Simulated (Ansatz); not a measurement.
Single points on [MnS4]- (MnS₄⁻).

```yaml
crystal:
  periodic: [false, false, false]
  atoms:
    - {symbol: Mn, position_ang: [0.000173, 0.000511, 0.000078]}
    - {symbol: S, position_ang: [0.010008, -0.016293, 2.029290]}
    - {symbol: S, position_ang: [1.909913, 0.008682, -0.685944]}
    - {symbol: S, position_ang: [-0.964788, 1.660126, -0.657454]}
    - {symbol: S, position_ang: [-0.955314, -1.653025, -0.685981]}
basis:
  gaussian: {orbitals: def2-SVPD, initial_orbitals: start.molden}
total_charge: -1
hamiltonian: {xc: pbe0, dispersion: d4}
scf: {omitted_lower_state_checks: [starts]}
output: {orbitals: {seedname: orbitals}}
```

The file start.molden holds the orbitals of an earlier run on this structure, at another level or in another basis.

```sh
$ ansatz run in.yaml --threads 4 --pin off --events-out ev --progress --plain --max-ram 3916MiB
```

It prints (some lines left out):

```
Functional definition: PBE0
1350 factors; integrals over basis functions are off by at most 5.0e-4 eV
mean field evaluation 1: about -74625.7454 eV, gradient 9.8e0 eV
mean field evaluation 2: about -74625.8999 eV, gradient 1.2e-1 eV
mean field evaluation 4: about -74625.9920 eV, gradient 4.3e-4 eV
mean field -74625.99205015 eV, -2742.4546245287 hartree, gradient 1.6e-5 eV, S^2 0.000000; 0 other end points of the search recorded, 0 dependent functions left out
reference -74625.99208453 eV, -2742.4546257924 hartree; 45, 45 occupied and 97, 97 virtual orbitals, 1350 factors
Total energy: -74626.28540677 eV, -2742.4654051859 hartree
Checks for a lower state left out: starts
```

Run time 3.1 s (4 threads of Arm Neoverse V1 on a shared host).

The first input with `gaussian: {orbitals: def2-TZVPD, initial_orbitals: start.molden}`, `hamiltonian: {xc: {name: wB97M-V}}` (abridged; 63 s):

```
Functional definition: wB97M-V
mean field -74660.42878695 eV, -2743.7201512642 hartree, gradient 9.2e-6 eV, S^2 0.000000
Total energy: -74660.42886454 eV, -2743.7201541155 hartree
Checks for a lower state left out: starts
```

As the first input, with `gaussian: {orbitals: 6-31G}`, `hamiltonian: {xc: hf}` (abridged; 0.85 s):

```
Functional definition: HF
mean field -74540.45947287 eV, -2739.3113602898 hartree, gradient 1.5e-5 eV, S^2 0.000000
Total energy: -74540.45947287 eV, -2739.3113602898 hartree
Checks for a lower state left out: starts
```

Geometry: r2SCAN-D4/def2-SVPD.

The 6-31G sets use Cartesian d functions. The restricted singlet is unstable towards broken spin symmetry in Hartree–Fock (as tested in another run); at PBE0-D4/def2-SVPD, ωB97M-V/def2-TZVPD, HF/6-31G this wasn't settled. At PBE0-D4/def2-TZVPD a triplet of charge -1 lies 0.10 eV below the restricted singlet at the same geometry. That triplet is doubtful there (⟨S²⟩ 2.73, where a pure state has 2.00).
